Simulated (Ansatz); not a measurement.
Sb(Br)(TeH)2 (BrH2SbTe2), SMILES [TeH][Sb]([Br])[TeH].

Coordinates come from a PBE0-D3(BJ)/def2-SVP optimisation. The structure was generated by enumeration; whether it is a known compound was not checked. The def2 effective core potentials stand for the cores of Sb, Te; spin–orbit coupling is left out.

Two levels are set side by side: PBE/def2-SVPD (Ansatz, a quantum-chemistry and plane-wave program) and PBE0/def2-SVPD (Ansatz). Energy differences of separate SCF runs at the same geometry; the states with an electron removed or added have multiplicity 2 and 2. Differences are taken from unrounded values.

```
quantity                           PBE0   PBE  PBE minus PBE0
---------------------------------  ----  ----  --------------
vertical ionisation energy (eV)    8.30  8.00           -0.30
vertical electron affinity (eV)    0.87  0.86            0.00
vertical singlet–triplet gap (eV)  2.91  2.82           -0.10
```
